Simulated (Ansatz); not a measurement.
Mulliken charges of `C[B][SeH]` radical from B3LYP/def2-TZVPP in Ansatz (PBE0-D4/def2-TZVP geometry).

| atom | x (Å) | y (Å) | z (Å) | charge (e) |
| --- | --- | --- | --- | --- |
| C1 | -0.716 | 0.544 | -0.151 | -0.266 |
| B2 | -0.225 | -0.694 | 0.627 | -0.066 |
| Se3 | 1.396 | -1.647 | 0.725 | 0.006 |
| H4 | -1.603 | 0.290 | -0.741 | 0.109 |
| H5 | 0.034 | 0.977 | -0.822 | 0.093 |
| H6 | -1.037 | 1.320 | 0.553 | 0.108 |
| H7 | 2.213 | -0.857 | -0.236 | 0.016 |

Problem. By hand: the dipole of these point charges (1 e Å = 4.8032 D).

Solution. Σ q r = (-0.034, 0.143, -0.098) e Å, of length 0.177 e Å = 0.85 D.

Problem. How does the dipole of the full density compare? (Estimate.)

Solution. Computed: (0.034, 0.225, -0.190) e Å, 1.42 D; the point charges give 0.60 times that, at 19° from its direction.

Point charges leave out the atoms' own dipoles, such as those of lone pairs, and Mulliken's split depends on the basis, so the two needn't agree.

B3LYP here is the variant with VWN-RPA as its local correlation; programs differ in this.
